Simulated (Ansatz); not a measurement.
GaH3 (SMILES [GaH3]) at its CCSD(T)/cc-pVTZ minimum, average atomic masses, point group D3h.
(charge 0, multiplicity 1):
```xyz
4

Ga     0.00000     0.00000     0.00000
H      1.58224    -0.11014    -0.02072
H     -0.88656    -1.31530     0.00616
H     -0.69568     1.42543     0.01456
```

Frozen-core correlation. Filled d and f shells under p-block atoms count as core.

Programs: Ansatz (Gaussian basis) for Hartree–Fock, density functionals and correlated methods. Each number belongs to the level named beside it.

Harmonic frequencies (cm⁻¹): 709 758 758 1947 1947 1951.

### Question
Work out the rotational constants, the zero-point energy, and the ideal-gas entropy and heat capacity at 298.15 K and 1 bar (rigid rotor, harmonic oscillator).

### Answer

Principal moments 3.804, 3.804, 7.608 u Å² give 16.8576/I = 4.431, 4.431, 2.216 cm⁻¹. Zero point: Σω/2 = 4035 cm⁻¹ = 11.54 kcal/mol. Translation R(1.5 ln M + 2.5 ln T − 1.1517) with M = 72.747 u: 162.32 J/(mol K). Rotation with σ = 6: q = 133.6, S = R(ln q + 3/2) = 53.17. Vibration, summed over R(u/(eᵘ − 1) − ln(1 − e⁻ᵘ)) with u = 1.43878ω/T: 3.30, of which the lowest mode gives 1.24. S° = 218.8 J/(mol K); C_p = 4R + 9.63 = 42.88 J/(mol K).

Ansatz is a quantum-chemistry and plane-wave program.
